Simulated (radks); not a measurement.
A nucleus of charge 60.7 with 60 electrons, 60 electrons, occupied as [Xe] 4f4 6s2.

Calculated with a radial shooting solver on a logarithmic mesh with Libxc functionals: Dirac Kohn-Sham, LDA (Slater exchange, Perdew-Wang correlation), spin-unpolarised, spherical densities, point nucleus; open shells fill j = l - 1/2 first.

Energy parts (hartree):
part                       energy
total                  -9899.7534
kinetic                10694.9225
electron-nucleus      -24199.4235
Hartree                 3824.9754
exchange-correlation    -220.2278

Orbitals (lengths in bohr, moments of r in powers of bohr; <r^-3> diverges for s and p1/2; r(max) is where P^2 peaks):
| orbital | occ. | eigenvalue (hartree) | <r> | <r^-3> | <r^4> | r(max) | small-component weight |
|---|---|---|---|---|---|---|---|
| 1s1/2 | 2 | -1633.788 | 0.02333 | - | 1.453e-06 | 0.01489 | 5.07e-02 |
| 2s1/2 | 2 | -265.4466 | 0.09912 | - | 0.0002349 | 0.08453 | 1.11e-02 |
| 2p1/2 | 2 | -251.4129 | 0.08300 | - | 0.0001465 | 0.06412 | 1.11e-02 |
| 2p3/2 | 4 | -231.3021 | 0.08949 | 8263 | 0.0001868 | 0.06964 | 1.04e-02 |
| 3s1/2 | 2 | -58.08043 | 0.2622 | - | 0.009375 | 0.2406 | 3.45e-03 |
| 3p1/2 | 2 | -52.06001 | 0.2518 | - | 0.008619 | 0.2274 | 3.40e-03 |
| 3p3/2 | 4 | -48.02739 | 0.2643 | 1706 | 0.01035 | 0.2393 | 3.19e-03 |
| 3d3/2 | 4 | -37.52169 | 0.2357 | 283.3 | 0.007702 | 0.1910 | 3.07e-03 |
| 3d5/2 | 6 | -36.64763 | 0.2396 | 255.1 | 0.008152 | 0.1943 | 3.01e-03 |
| 4s1/2 | 2 | -11.82957 | 0.5969 | - | 0.2359 | 0.5561 | 1.09e-03 |
| 4p1/2 | 2 | -9.54412 | 0.6121 | - | 0.2727 | 0.5627 | 1.02e-03 |
| 4p3/2 | 4 | -8.65734 | 0.6408 | 375.8 | 0.3271 | 0.5881 | 9.45e-04 |
| 4d3/2 | 4 | -4.89154 | 0.6863 | 52.29 | 0.4877 | 0.6020 | 7.90e-04 |
| 4d5/2 | 6 | -4.73377 | 0.6965 | 46.52 | 0.5172 | 0.6103 | 7.71e-04 |
| 4f5/2 | 4 | -0.42583 | 0.9829 | 5.843 | 4.744 | 0.6347 | 4.22e-04 |
| 4f7/2 | 0 | -0.40788 | 0.9958 | 5.655 | 5.086 | 0.6397 | 4.14e-04 |
| 5s1/2 | 2 | -1.81557 | 1.430 | - | 7.811 | 1.287 | 2.38e-04 |
| 5p1/2 | 2 | -1.18816 | 1.604 | - | 13.12 | 1.404 | 1.89e-04 |
| 5p3/2 | 4 | -1.06169 | 1.692 | 52.98 | 16.36 | 1.477 | 1.71e-04 |
| 6s1/2 | 2 | -0.29107 | 3.834 | - | 404.5 | 3.385 | 3.49e-05 |

The highest occupied level is 6s1/2 at -7.920 eV. The configuration is held as typed, so some empty levels lie below it. Summed over all electrons, <r^2> = 72.02 bohr^2, which gives a Langevin (diamagnetic) susceptibility term of -57 x 10^-6 cm^3/mol.
